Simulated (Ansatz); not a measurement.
(HZn-mu-OH)2 (Zn₂O₂H₄), 8 atoms. Hardware: 4 threads of Intel Xeon Platinum 8259CL on a shared host.

Correlated methods freeze 20 core orbitals.

How many basis functions does each of these Ansatz runs have, and roughly what does it cost? PBE-D4/def2-TZVP, charge 1 doublet at the geometry of the charge 0 singlet, energy, from earlier orbitals; PBE-D4/def2-TZVP, charge 0 singlet, energy and forces, from earlier orbitals; PBE0-D4/def2-TZVP, charge 0 triplet at the geometry of the charge 0 singlet, energy; PBE0-D4/def2-TZVP, charge 1 doublet at the geometry of the charge 0 singlet, energy, from earlier orbitals; LDA (SPW92)/def2-TZVP, charge 0 singlet, energy, from earlier orbitals; PBE-D4/def2-SVP, charge 0 singlet, energy, from earlier orbitals; B2PLYP/def2-TZVP, charge 0 singlet, energy, from earlier orbitals; PBE0-D4/def2-TZVP, charge 1 doublet, energy, from earlier orbitals; r2SCAN-D4/def2-TZVP, charge 1 doublet at the geometry of the charge 0 singlet, energy, from earlier orbitals; HF/def2-TZVP, charge 0 singlet, energy, from earlier orbitals; PBE-QIDH/def2-TZVP, charge 0 singlet, energy, from earlier orbitals; RPA@PBE/def2-TZVP, charge 0 singlet, energy, from earlier orbitals.

Other jobs shared the machine, so times can vary by a factor of up to 3. A dash marks memory too small to be measured apart from the calling script's.

```
                                                                                                         run  functions  fitting or Cholesky vectors  wall time  peak host memory (GiB)
                                            PBE-D4/def2-SVP, charge 0 singlet, energy, from earlier orbitals        110                         1234      1.3 s                       –
                                      LDA (SPW92)/def2-TZVP, charge 0 singlet, energy, from earlier orbitals        182                         1398      1.5 s                       –
                                               HF/def2-TZVP, charge 0 singlet, energy, from earlier orbitals        182                         1838      2.9 s                    0.63
                                PBE-D4/def2-TZVP, charge 0 singlet, energy and forces, from earlier orbitals        182                         1398      2.9 s                       –
                                          RPA@PBE/def2-TZVP, charge 0 singlet, energy, from earlier orbitals        182                         1420      4.6 s                       –
   PBE-D4/def2-TZVP, charge 1 doublet at the geometry of the charge 0 singlet, energy, from earlier orbitals        182                         1398      4.7 s                       –
                                           B2PLYP/def2-TZVP, charge 0 singlet, energy, from earlier orbitals        182                         1420      6.5 s                       –
                                         PBE-QIDH/def2-TZVP, charge 0 singlet, energy, from earlier orbitals        182                         1420      7.5 s                       –
  PBE0-D4/def2-TZVP, charge 1 doublet at the geometry of the charge 0 singlet, energy, from earlier orbitals        182                         1560      9.5 s                    0.82
r2SCAN-D4/def2-TZVP, charge 1 doublet at the geometry of the charge 0 singlet, energy, from earlier orbitals        182                         1398      9.5 s                       –
                                          PBE0-D4/def2-TZVP, charge 1 doublet, energy, from earlier orbitals        182                         1560      9.5 s                    0.82
                         PBE0-D4/def2-TZVP, charge 0 triplet at the geometry of the charge 0 singlet, energy        182                         1560       25 s                     1.3
```
